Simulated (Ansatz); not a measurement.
`C=NB(F)Br` + `CCCO` → `OCB(F)Br` + `C=NCC`  (formal exchange of groups at a B–N bond)

Calculated with Ansatz (gas phase, PBE0-D4/def2-TZVP geometries, no zero-point term in ΔE). CCSD(T)/CBS adds triple-zeta CCSD(T) − MP2 to the extrapolated MP2 energy (def2 sets, frozen cores). For Br outer-core shells are correlated without core-valence functions, which leaves a few kJ/mol of doubt a bond. Scalar relativity is left out up to krypton. Each species was taken in one conformer, which may not be the lowest.

| species | MP2/def2-QZVPP energy (Eh) |
| --- | --- |
| `C=NB(F)Br` | -2791.61749 |
| `CCCO` | -194.03366 |
| `OCB(F)Br` | -2812.67933 |
| `C=NCC` | -172.93799 |

(1) Work out ΔE.

Largest T1 diagnostic among the species: 0.012.

Results:

(1) ΔE = (-2812.67933) + (-172.93799) − (-2791.61749) − (-194.03366) = 0.03383 Eh = +88.8 kJ/mol. CCSD(T)/CBS gives +86.3 kJ/mol.

In def2-TZVPP, CCSD(T) changes the Hartree–Fock value by −9.7 kJ/mol (the triples alone add −1.8 kJ/mol) and MP2 by −7.0 kJ/mol.
